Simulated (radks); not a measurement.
The silver ion Ag2+, 45 electrons, occupied as [Ar] 3d10 4s1.5 4p6 4d9 4f0.5 (fractional occupations, a model configuration).

Method: Dirac Kohn-Sham, AM05, spin-unpolarised, spherical densities, finite nucleus; open shells fill j = l - 1/2 first; Fermi nuclear charge, rms radius 4.5454 fm; computed with a radial shooting solver on a logarithmic mesh with Libxc functionals.

Energy parts (eV):
part                       energy
total                 -144471.800
kinetic                151151.350
electron-nucleus      -349209.241
Hartree                 57496.545
exchange-correlation    -3910.454

Orbitals (lengths in bohr, moments of r in powers of bohr; <r^-3> diverges for s and p1/2; r(90%) holds 90 % of the orbital's charge):
| orbital | occ. | eigenvalue (eV) | r(90%) | <r^-3> | small-component weight |
|---|---|---|---|---|---|
| 1s1/2 | 2 | -25315.79 | 0.0559 | - | 2.96e-02 |
| 2s1/2 | 2 | -3753.011 | 0.209 | - | 6.19e-03 |
| 2p1/2 | 2 | -3491.137 | 0.187 | - | 6.21e-03 |
| 2p3/2 | 4 | -3316.115 | 0.194 | 3491 | 5.96e-03 |
| 3s1/2 | 2 | -712.1948 | 0.544 | - | 1.74e-03 |
| 3p1/2 | 2 | -607.9685 | 0.543 | - | 1.69e-03 |
| 3p3/2 | 4 | -577.0586 | 0.559 | 626.8 | 1.62e-03 |
| 3d3/2 | 4 | -392.1283 | 0.545 | 96.38 | 1.51e-03 |
| 3d5/2 | 6 | -385.8961 | 0.549 | 90.72 | 1.49e-03 |
| 4s1/2 | 1.5 | -123.7175 | 1.32 | - | 4.50e-04 |
| 4p1/2 | 2 | -90.6117 | 1.43 | - | 3.94e-04 |
| 4p3/2 | 4 | -85.3632 | 1.47 | 106.4 | 3.74e-04 |
| 4d3/2 | 4 | -34.6960 | 1.97 | 10.47 | 2.41e-04 |
| 4d5/2 | 5 | -34.0370 | 1.99 | 9.749 | 2.36e-04 |
| 4f5/2 | 0.5 | -5.5094 | 9.23 | 0.01341 | 7.30e-06 |
| 4f7/2 | 0 | -5.5091 | 9.23 | 0.01337 | 7.29e-06 |

The highest occupied level is 4f5/2 at -5.509 eV. The density falls to 0.001 e/bohr^3 at r = 3.28 bohr. Summed over all electrons, <r^2> = 50.70 bohr^2, which gives a Langevin (diamagnetic) susceptibility term of -40.2 x 10^-6 cm^3/mol. The electron density at the nucleus is 1.451e+05 e/bohr^3.
